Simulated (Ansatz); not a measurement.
Species: C₂H₂B, charge 0, doublet. C2H2B (SMILES [C]#CB, doublet).
B3LYP-D3(BJ)/def2-TZVP minimum from Ansatz (a quantum-chemistry and plane-wave program):
```xyz
5

B     -1.0758    -0.0416    -0.6574
C      0.1958    -0.0814     0.0691
C      1.2310     0.1272     0.7975
H     -1.8054     0.8941    -0.5556
H     -1.3761    -0.9609    -1.3568
```
Charge 0, spin multiplicity 2.

Atomisation energy term by term, kcal/mol (programs: Ansatz). UHF or UKS for unpaired electrons; spin-orbit terms are left out. Correlated methods leave the cores frozen. Rows without X2C or -DK are non-relativistic. CBS(X,Y): correlation extrapolated as X^-3, Hartree-Fock from the larger set. A bracket is a step between two methods taken in the basis named. '+ core + X2C': CCSD(T) terms for core correlation (cc-pwCVTZ) and scalar relativity (cc-pVTZ-DK). Where a partner has so few electrons that a lower coupled-cluster level is exact, that level stands in. The UHF reference of C2H2B (BC#[C], doublet) is spin-contaminated (<S^2> up to 0.03 over the pure value in the sets run).

| term | basis | kcal/mol |
|---|---|---|
| Hartree-Fock | cc-pVQZ | 338.13 |
| CCSD correlation | CBS(cc-pVTZ,cc-pVQZ) | 96.87 |
| (T) | CBS(cc-pVTZ,cc-pVQZ) | 9.33 |
| CCSDT(Q) - CCSD(T) | cc-pVTZ | 1.73 |
| core correlation | cc-pwCVTZ | 2.70 |
| scalar relativity | X2C, cc-pVTZ-DK | -0.25 |
| sum: De |  | 448.5 |

The step beyond CCSD(T) by other levels: CCSDT(Q) in cc-pVDZ 2.34 kcal/mol.
